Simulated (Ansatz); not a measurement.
## Relaxing a trial structure of BClGe2H4

The starting geometry of this gas-phase singlet is a saddle point at BLYP-D3(BJ)/def2-SVP, pushed by 0.25 Å along its imaginary mode.

```xyz
8

B    -1.2793   -0.0300   -0.0417
Cl   -1.6488   -2.3509   -2.2861
Ge   -2.4977   -1.9236    0.0140
Ge    0.0614   -1.7828   -0.5098
H    -0.8828   -2.9484    0.3457
H    -2.4992    0.1334   -0.4046
H    -1.0703    0.3753    1.0984
H    -0.6888    0.5495   -0.9652
```

Q: Where would you expect an optimisation with BLYP-D3(BJ)/def2-SVP to take it?

A: It keeps its bonds.

The energy falls by 0.01 eV over 12 steps:

```tsv
step	E − E(last) (eV)
1	0.013
2	0.003
3	0.001
5	0.001
6	0.000
7	0.000
8	0.000
10	0.000
11	0.000
12	0.000
```

Final geometry (Å):

```yaml
atoms:
  - { symbol: B, position_ang: [-1.3031, -0.0314, -0.0350] }
  - { symbol: Cl, position_ang: [-1.6529, -2.3453, -2.2789] }
  - { symbol: Ge, position_ang: [-2.4837, -1.9571, 0.0265] }
  - { symbol: Ge, position_ang: [0.0716, -1.7400, -0.5381] }
  - { symbol: H, position_ang: [-0.9025, -2.9492, 0.3529] }
  - { symbol: H, position_ang: [-2.4763, 0.1702, -0.4183] }
  - { symbol: H, position_ang: [-1.0793, 0.3726, 1.0953] }
  - { symbol: H, position_ang: [-0.6793, 0.5027, -0.9539] }
```

Frequencies at the end show an imaginary mode, so it is a saddle point. Run with Ansatz 0.2.0, 19 s on 2 threads of Arm Neoverse V2, with other jobs on the host.
